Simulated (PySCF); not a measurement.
## Vanadium: a sound run and one with changed settings

Sound run: V [Ar] 3d3 4s2, V⁺ [Ar] 3d4. All numbers are calculated (PySCF 2.14, no relativity, point nucleus, in pcseg-2). The sound run starts from symmetry-adapted Hartree-Fock orbitals and uses a fine grid where one is needed.

Changed run: 14 angular points. This setting is unsound on purpose.

```json
{"species": "V", "method": "UHF", "sound run (hartree)": "-942.87398", "changed run (hartree)": "-942.87398", "converged": "yes"}
{"species": "V", "method": "TPSS", "sound run (hartree)": "-943.92441", "changed run (hartree)": "-944.50235", "converged": "yes"}
{"species": "V", "method": "MN15", "sound run (hartree)": "-943.95662", "changed run (hartree)": "-943.87768", "converged": "yes"}
{"species": "V⁺", "method": "UHF", "sound run (hartree)": "-942.65380", "changed run (hartree)": "-942.65380", "converged": "yes"}
{"species": "V⁺", "method": "TPSS", "sound run (hartree)": "-943.70247", "changed run (hartree)": "-944.24451", "converged": "yes"}
{"species": "V⁺", "method": "MN15", "sound run (hartree)": "-943.74162", "changed run (hartree)": "-943.73814", "converged": "yes"}
```

Ionisation energy of V:

| method | sound run (eV) | changed run (eV) |
| --- | --- | --- |
| UHF | 5.991 | 5.991 |
| TPSS | 6.039 | 7.016 |
| MN15 | 5.850 | 3.797 |

A coarse angular grid integrates products of high-l functions wrongly, so density functionals can shift, and the SCF can exploit the error; Hartree-Fock and MP2 need no grid.

For comparison, NIST gives 6.746 eV between the lowest levels.
